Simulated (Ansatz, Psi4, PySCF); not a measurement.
BiI$_{2}$ (SMILES [I][Bi][I]), doublet, geometry from GFN2-xTB (such geometries of metal compounds can be far from the true shape) (the spin is typed, not shown lowest) (core potentials on Bi, I). Base run: BHANDHLYP/def2-SVP (PySCF).

Input for PySCF:
```python
from pyscf import gto, scf, dft

mol = gto.Mole()
mol.atom = '''
    Bi    0.89619474    0.44438201    0.28746279
    I    -1.04089611    1.21333620   -1.58129724
    I    -0.36257867   -1.90925520    1.13111966
'''
mol.basis = 'def2-svp'
mol.ecp = {'Bi': 'def2-svp', 'I': 'def2-svp'}
mol.spin = 1
mol.verbose = 4
mol.build()

mf = dft.UKS(mol)
mf.xc = 'bhandhlyp'
mf.kernel()
```

The same geometry, method and basis name were run in Ansatz (a quantum-chemistry and plane-wave program) and Psi4 and PySCF, at each program's defaults and at the settings that a row names. The base is PySCF at its defaults. Differences at the defaults can come from grids, fitting, cores and function types together.

| code and settings | ΔE vs base (mEh) | basis functions | E (Eh) | SCF cycles | dipole (D) |
|---|---|---|---|---|---|
| PySCF, defaults (exact integrals, its default grid, spherical functions) | 0.000 | 78 | -809.90310 | 13 | 3.23 |
| Psi4, defaults (density fitting with its default set, its default grid, spherical functions) | -0.037 | 78 | -809.90314 | 10 | 3.23 |
| Ansatz, defaults (factorised integrals, its default grid, spherical functions) | 0.014 | 78 | -809.90308 | - | - |
| PySCF, density fitting with def2-universal-jkfit | 0.030 | 78 | -809.90307 | 13 | 3.23 |
| PySCF, fine grid | 0.009 | 78 | -809.90309 | 13 | 3.23 |
| Psi4, exact integrals, spherical functions, fine grid | 0.014 | 78 | -809.90308 | 14 | 3.23 |
| Ansatz, high accuracy | 0.011 | 78 | -809.90309 | - | - |

Open shells are given as the SCF converged; they aren't shown to be the lowest states, and a large step between rows can be another state.
